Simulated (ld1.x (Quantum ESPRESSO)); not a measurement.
## PBE RRKJ dataset for lanthanum, fully relativistic all-electron reference.

```json
{
  "Element": "lanthanum (La)",
  "Generator": "ld1.x (Quantum ESPRESSO) 7.5",
  "Type": "norm-conserving RRKJ (Kleinman–Bylander form)",
  "Functional": "PBE",
  "Relativity": "fully relativistic",
  "Frozen core": "[Kr] 4d10 5s2",
  "Valence charge": "9",
  "Reference configuration": "4f0 5p6 5d1 6s2 6p0",
  "Partial waves": "5p (bound): rc 2.75 bohr; 5d (bound): rc 2.30 bohr; 4f (bound, empty): rc 0.90 bohr; 6s (bound): rc 2.80 bohr",
  "Local potential": "the s channel",
  "Core correction": "a·sin(br)/r model core inside 0.45 bohr"
}
```

Open shells are filled in proportion to 2j + 1 (rel_dist='average').

All-electron outer shells of the reference configuration (PBE, scalar-relativistic, ld1.x):

```
shell  level (eV)  outermost node (bohr)  outermost maximum (bohr)
   4d     -103.85                   0.32                      0.68
   5s      -38.92                   0.77                      1.41
   5p      -22.40                   0.83                      1.58
   4f       -4.35                      –                      0.75
   6s       -3.68                   1.86                      3.84
   5d       -3.09                   0.95                      2.21
   6p       -1.35                   2.21                      4.93
```

Does the generator finish with these settings?

Yes, a potential is produced.

Estimate the cutoffs (Ry, on a coarse ladder) from which the occupation-weighted sum of valence levels, in a spherical-Bessel basis at the reference potential, stays within 10 and 1 mRy of its value at 400 Ry.

15 Ry and 30 Ry. The cutoffs count occupied waves only; the empty 4f level needs 230 Ry at the loose tolerance.

Does the potential have ghost states?

No extra level below or beside the all-electron valence levels (p1/2, p3/2, d3/2, d5/2, f5/2, f7/2, s tested). The logarithmic derivative shows an extra or strongly shifted pseudo pole above the reference energy (s near 0.38 Ry).

Tests: 4f0 5p6 5d1 6s1 6p0; 4f0 5p6 5d1 6s0 6p0; 4f0 5p6 5d0 6s0 6p0; 4f1 5p6 5d0 6s1 6p0; 4f0 5p6 5d2 6s1 6p0; 4f1 5p6 5d1 6s0 6p0; 4f0 5p6 5d0 6s2 6p1. Which has the largest error in its energy relative to the reference configuration, and how large is it?

4f1 5p6 5d1 6s0 6p0, with -775 meV (all-electron minus pseudo) on +6.97 eV.
